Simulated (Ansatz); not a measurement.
CH8N2SSi can be A, `NC(S)N[SiH3]`, or B, `C[Si](N)(N)S`.

Program: Ansatz. Geometries: PBE0-D4/def2-TZVP. ΔE: electronic, gas phase. CCSD(T)/CBS is the MP2 limit (def2-TZVPP, def2-QZVPP) plus CCSD(T) − MP2 in def2-TZVPP, frozen cores. Functionals use def2-TZVPP. B3LYP here is the variant with VWN-RPA as its local correlation; programs differ in this. One conformer a species, not always the lowest.

A:

```xyz
13

N    -0.829   -0.883   -1.597
C     0.148   -0.263   -0.740
S     1.554   -1.445   -0.514
N    -0.508    0.174    0.445
Si    0.181    1.305    1.556
H    -0.397   -1.248   -2.435
H    -1.544   -0.210   -1.849
H     0.664    0.605   -1.177
H     0.781   -2.463   -0.100
H    -1.132   -0.537    0.802
H     0.656    2.470    0.765
H     1.329    0.793    2.356
H    -0.903    1.702    2.489
```

B:

Z-matrix (Å, degrees):
```
C
Si 1 1.865
H 1 1.092 2 110.6
H 1 1.094 2 111.7 3 -120.2
H 1 1.093 2 110.2 3 119.8
N 2 1.713 1 106.2 3 -177.2
N 2 1.707 1 119.0 3 -58.9
S 2 2.160 1 107.8 3 55.3
H 6 1.007 2 119.5 1 -34.1
H 6 1.008 2 119.3 1 -175.8
H 7 1.006 2 120.8 1 -77.1
H 7 1.005 2 121.9 1 77.8
H 8 1.342 2 94.8 1 27.9
```

Question: Which isomer does CCSD(T)/CBS put lower? Give the gap. (Estimate.)

Answer: The calculation gave: B, by 316.0 kJ/mol.

Question: Give E(B) − E(A) in kJ/mol with BLYP-D4, B2PLYP, HF/def2-TZVPP, B3LYP, CCSD(T)/def2-SVP, r2SCAN-D4, MP2/def2-TZVPP. (An estimate is asked.)

Answer: Ansatz gave: BLYP-D4 -296.2, B2PLYP -310.0, HF/def2-TZVPP -309.8, B3LYP -304.1, CCSD(T)/def2-SVP -253.4, r2SCAN-D4 -316.7, MP2/def2-TZVPP -318.5. None reverses the order clearly.

Question: Does the order hold for the free energy at 298.15 K (harmonic terms from PBE0-D4)? (An estimate is asked.)

Answer: The calculation gave: Yes: G(B) − G(A) = -307.3 kJ/mol, for one conformer each. Modes under 60 cm⁻¹, often nearly free rotors, make the harmonic entropy too high.

Largest T1 diagnostic: 0.011.

Leaving LDA and LC-ωPBE aside and taking each functional with its dispersion term where it has one, the values, not all of them listed here, spread over 27.4 kJ/mol, from r2SCAN0-D4 to revPBE-D4. LDA lies +5.7 kJ/mol from PBE without D4. At CCSD(T), def2-SVP lies +62.6 kJ/mol from the extrapolated value and def2-TZVPP +8.7 kJ/mol.
